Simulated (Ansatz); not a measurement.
Input for Ansatz (development build ahead of 0.2.0):

```yaml
crystal:
  periodic: [false, false, false]
  atoms:
    - { symbol: C, position_ang: [0.0, -0.42099, -9.56821] }
    - { symbol: C, position_ang: [0.0, 0.41667, -8.29879] }
    - { symbol: C, position_ang: [0.0, -0.41327, -7.02114] }
    - { symbol: C, position_ang: [0.0, 0.41733, -5.74472] }
    - { symbol: C, position_ang: [0.0, -0.41331, -4.46811] }
    - { symbol: C, position_ang: [0.0, 0.41709, -3.19137] }
    - { symbol: C, position_ang: [0.0, -0.41415, -1.91515] }
    - { symbol: C, position_ang: [0.0, 0.41573, -0.63805] }
    - { symbol: C, position_ang: [0.0, -0.41573, 0.63805] }
    - { symbol: C, position_ang: [0.0, 0.41415, 1.91515] }
    - { symbol: C, position_ang: [0.0, -0.41709, 3.19137] }
    - { symbol: C, position_ang: [0.0, 0.41331, 4.46811] }
    - { symbol: C, position_ang: [0.0, -0.41733, 5.74472] }
    - { symbol: C, position_ang: [0.0, 0.41327, 7.02114] }
    - { symbol: C, position_ang: [0.0, -0.41667, 8.29879] }
    - { symbol: C, position_ang: [0.0, 0.42099, 9.56821] }
    - { symbol: H, position_ang: [0.0, 0.20805, -10.47156] }
    - { symbol: H, position_ang: [0.88737, -1.07281, -9.61769] }
    - { symbol: H, position_ang: [-0.88737, -1.07281, -9.61769] }
    - { symbol: H, position_ang: [-0.8796, 1.08504, -8.29577] }
    - { symbol: H, position_ang: [0.8796, 1.08504, -8.29577] }
    - { symbol: H, position_ang: [0.88016, -1.08258, -7.0215] }
    - { symbol: H, position_ang: [-0.88016, -1.08258, -7.0215] }
    - { symbol: H, position_ang: [-0.88013, 1.08639, -5.74467] }
    - { symbol: H, position_ang: [0.88013, 1.08639, -5.74467] }
    - { symbol: H, position_ang: [0.88008, -1.08239, -4.46812] }
    - { symbol: H, position_ang: [-0.88008, -1.08239, -4.46812] }
    - { symbol: H, position_ang: [-0.88008, 1.08616, -3.19113] }
    - { symbol: H, position_ang: [0.88008, 1.08616, -3.19113] }
    - { symbol: H, position_ang: [0.88006, -1.08324, -1.91551] }
    - { symbol: H, position_ang: [-0.88006, -1.08324, -1.91551] }
    - { symbol: H, position_ang: [-0.88007, 1.08481, -0.63763] }
    - { symbol: H, position_ang: [0.88007, 1.08481, -0.63763] }
    - { symbol: H, position_ang: [0.88007, -1.08481, 0.63763] }
    - { symbol: H, position_ang: [-0.88007, -1.08481, 0.63763] }
    - { symbol: H, position_ang: [-0.88006, 1.08324, 1.91551] }
    - { symbol: H, position_ang: [0.88006, 1.08324, 1.91551] }
    - { symbol: H, position_ang: [0.88008, -1.08616, 3.19113] }
    - { symbol: H, position_ang: [-0.88008, -1.08616, 3.19113] }
    - { symbol: H, position_ang: [-0.88008, 1.08239, 4.46812] }
    - { symbol: H, position_ang: [0.88008, 1.08239, 4.46812] }
    - { symbol: H, position_ang: [0.88013, -1.08639, 5.74467] }
    - { symbol: H, position_ang: [-0.88013, -1.08639, 5.74467] }
    - { symbol: H, position_ang: [-0.88016, 1.08258, 7.0215] }
    - { symbol: H, position_ang: [0.88016, 1.08258, 7.0215] }
    - { symbol: H, position_ang: [0.8796, -1.08504, 8.29577] }
    - { symbol: H, position_ang: [-0.8796, -1.08504, 8.29577] }
    - { symbol: H, position_ang: [0.0, -0.20805, 10.47156] }
    - { symbol: H, position_ang: [0.88737, 1.07281, 9.61769] }
    - { symbol: H, position_ang: [-0.88737, 1.07281, 9.61769] }
basis:
  gaussian: { orbitals: def2-SVP }
hamiltonian:
  xc: hf
correlation:
  method: mp2
  frozen_orbitals: { C: 1, H: 0 }
scf:
  omitted_lower_state_checks: [starts, atomic_configurations, cluster_reference, orbital_swaps, given_window_search, neighbouring_geometries, increment]
```

The input is written out in the form of the current development build from the run's settings.

Results

```
Converged          : yes
Reference energy   : -625.27186 hartree
Correlation energy : -2.30743 hartree
Total energy       : -627.57928 hartree
Stability test     : minimum among restricted orbitals
```
